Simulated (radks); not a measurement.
Q: Ionisation ladder of potassium, from K to K6+. Each ion is in the ground configuration listed by NIST, and IE = E(next ion) - E(this ion). All-electron calculation, Dirac Kohn-Sham, PBE, spin-unpolarised, spherical densities, point nucleus; open shells fill j = l - 1/2 first. Program: a radial shooting solver on a logarithmic mesh with Libxc functionals.

species  configuration  IE, Delta-SCF (eV)  <r> HOMO (bohr)
K             [Ar] 4s1                   ?             5.01
K+                [Ar]                   ?             1.43
K2+       [Ne] 3s2 3p5              46.777             1.36
K3+       [Ne] 3s2 3p4              62.884             1.30
K4+       [Ne] 3s2 3p3              80.017             1.24
K5+       [Ne] 3s2 3p2              98.484             1.19
K6+       [Ne] 3s2 3p1                   ?             1.15

Estimate the withheld Delta-SCF values.

A: K: 4.314 eV (NIST 4.341); K+: 31.834 eV (NIST 31.625); K6+: 117.36 eV (NIST 117.6).

Beside tabulated values, note that spin-unpolarised runs miss the spin-polarisation part of the exchange energy of open shells.
